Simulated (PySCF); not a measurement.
# Vanadium: a sound run and one with changed settings

Sound run: V [Ar] 3d3 4s2, V⁺ [Ar] 3d4. Calculation: PySCF 2.14, in pcseg-2 (6s4p3d2f1g, 56 functions); the non-relativistic Hamiltonian (point nucleus). The sound run starts from symmetry-adapted Hartree-Fock orbitals and uses a fine grid where one is needed.

Changed run: 6 angular points. This setting is unsound on purpose.

```csv
species,method,sound run (hartree),changed run (hartree),converged
V,UHF,-942.87398,-942.87398,yes
V,PBE0,-943.69507,-943.93597,yes
V,M06-2X,-943.88057,-943.40165,yes
V⁺,UHF,-942.65380,-942.65380,yes
V⁺,PBE0,-943.47125,-945.58003,yes
V⁺,M06-2X,-943.63073,-943.81303,yes
```

Ionisation energy of V:

| method | sound run (eV) | changed run (eV) |
| --- | --- | --- |
| UHF | 5.991 | 5.991 |
| M06-2X | 6.799 | -11.194 |

A coarse angular grid integrates products of high-l functions wrongly, so density functionals can shift, and the SCF can exploit the error; Hartree-Fock and MP2 need no grid. A negative ionisation energy or a positive MP2 energy shows that the occupation asked for is not the lowest one in this basis.

For comparison, NIST gives 6.746 eV between the lowest levels.
